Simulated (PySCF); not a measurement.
From one molecule to another.

First species: C7H8O2.
Bonds: C1–C2 (double), C2–C3, C2–C4, C4–C5 (double), C5–C6, C6–O7 (double), C5–C8, C8–O9 (double). Hydrogens: H10, H11 on C1; H12, H13, H14 on C3; H15 on C4; H16 on C6; H17 on C8.

Second species: C7H8O2.
Numbering: `[O:1]=[C:2]([OH:3])[C:4]1=[CH:5][CH:6]=[CH:7][CH2:8][CH2:9]1` (hydrogens: H10 on O3; H11 on C5; H12 on C6; H13 on C7; H14, H15 on C8; H16, H17 on C9)

Levels: PBE0/pcSseg-1 for dipole moment, HOMO energy, LUMO energy and HOMO–LUMO gap; GFN2-xTB for rotational constant A and rotational constant C. Geometries: GFN2-xTB. Each species is one conformer at its optimised geometry, gas phase, non-relativistic unless stated. Electronic properties by PySCF.

The conformers computed, where there is a choice (atom-mapped SMILES and torsion angles):
- `[CH2:1]=[C:2]([CH3:3])[CH:4]=[C:5]([CH:6]=[O:7])[CH:8]=[O:9]`: C1–C2–C4–C5 172°, C4–C5–C6–O7 11°, C4–C5–C8–O9 152°
- `[O:1]=[C:2]([OH:3])[C:4]1=[CH:5][CH:6]=[CH:7][CH2:8][CH2:9]1`: O1–C2–C4–C5 177°, H–O3–C2–O1 0°

Which has the higher rotational constant A?

The second: 3.584 GHz against 2.224 GHz, a difference of 1.360 GHz.

Which of the two has the higher rotational constant C, and by how much?

The second: 0.917 GHz against 0.786 GHz, a difference of 0.131 GHz.

Which of the two has the higher HOMO–LUMO gap, and by how much?

The second: 4.86 eV against 4.36 eV, a difference of 0.50 eV.

Which of the two has the higher dipole moment, and by how much?

The first: 4.71 D against 2.14 D, a difference of 2.57 D.

Which of the two has the higher HOMO energy, and by how much?

The second: -6.69 eV against -7.29 eV, a difference of 0.60 eV.

Which has the higher LUMO energy?

The second: -1.83 eV against -2.93 eV, a difference of 1.10 eV.

On the first: The dipole equals about 15.7 × 10⁻³⁰ C·m (1 D = 3.33564 × 10⁻³⁰ C·m). A dipole of 4.71 D is allowed in C1, and pure rotational transitions are dipole-allowed.

On the second: The dipole equals about 7.1 × 10⁻³⁰ C·m (1 D = 3.33564 × 10⁻³⁰ C·m).
